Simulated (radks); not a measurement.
Dy LI, configuration [Ne] 3s2 3p4. All-electron calculation, Dirac Kohn-Sham, PBE, spin-unpolarised, spherical densities, finite nucleus; open shells fill j = l - 1/2 first; Fermi nuclear charge, rms radius 5.2218 fm. Program: a radial shooting solver on a logarithmic mesh with Libxc functionals.

Normalised radial functions P(r) = r R(r) (large component), r in bohr:

r           2s1/2
0.001452   0.6785
0.001624   0.7391
0.001802   0.7992
0.002015   0.8678
0.002236   0.9352
0.002501   1.0115
0.002775   1.0855
0.003104   1.1680
0.003472   1.2529
0.003852   1.3330
0.004309   1.4193
0.004781   1.4983
0.005348   1.5801
0.005934   1.6511
0.006637   1.7193
0.007364   1.7722
0.008237   1.8142
0.00914    1.8354
0.01022    1.8345
0.01134    1.8069
0.01269    1.7430
0.01419    1.6381
0.01575    1.4991
0.01761    1.2999
0.01954    1.0659
0.02186    0.7590
0.02426    0.4234
0.02713    0.0108
0.0301    -0.4138
0.03367   -0.9047
0.03736   -1.3779
0.04179   -1.8863
0.04674   -2.3692
0.05186   -2.7705
0.05801   -3.1250
0.06437   -3.3597
0.072     -3.4906
0.07989   -3.4882
0.08936   -3.3508
0.09915   -3.1079
0.1109    -2.7447
0.1231    -2.3432
0.1376    -1.8803
0.1527    -1.4580
0.1708    -1.0452
0.1911    -0.7004
0.212     -0.4519
0.2371    -0.2604
0.2631    -0.1438
0.2943    -0.0689
0.3266    -0.0315
0.3653    -0.0120
0.4053    -0.0043
0.4533    -0.0013
0.503     -0.0003
0.5626    -0.0001
0.6243    0.0000
0.6983    0.0000

2s1/2: eigenvalue -12274.7 eV, 1 radial node at r = 0.0272 bohr, <r> = 0.0882 bohr, 90 % of the charge inside 0.137 bohr.
